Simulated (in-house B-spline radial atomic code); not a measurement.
**Ionising Se with different functionals**

Computed with a B-spline radial code for spherical atoms: non-relativistic Hamiltonian, point nucleus, spin-polarised at highest spin, spherical fractional occupations for the functionals, and exact exchange of hybrids averaged over the configuration. The ionisation energy is the difference of two self-consistent energies, [Ar] 3d10 4s2 4p4 → [Ar] 3d10 4s2 4p3, without Breit or QED terms; ε is the level of the shell that loses the electron (its least bound occupied spin orbital). There is no spin-orbit coupling in this Hamiltonian.

```
   method                    rung  ΔSCF (eV)  -ε(4p) (eV)
     PBE0           global hybrid       9.55         6.79
    B3LYP           global hybrid       9.81         6.71
    TPSSh           global hybrid       9.49         6.09
   M06-2X           global hybrid       9.48         8.17
BHandHLYP           global hybrid       9.65         7.91
  r2SCAN0           global hybrid       9.41         6.78
    B97-1           global hybrid       9.65         6.57
    HSE06  range-separated hybrid       9.63         6.42
    wB97X  range-separated hybrid       9.94         9.30
CAM-B3LYP  range-separated hybrid       9.86         8.32
  LC-wPBE  range-separated hybrid       9.71         9.63
```

Among the functionals, which spreads more, the ΔSCF values or the orbital energies?

The orbital energies: ΔSCF values span about 0.54 eV and the orbital energies 3.55 eV; here energy differences depend much less on the functional than eigenvalues do.

How do they compare with the NIST value?

NIST lists 9.752 eV (measured, ground level to ground level). Errors run from -0.35 to +0.19 eV; LC-wPBE is closest (-0.05 eV), but part of that can be cancellation, since the calculations leave out relativity, Breit-QED terms, multiplet and fine-structure energies.
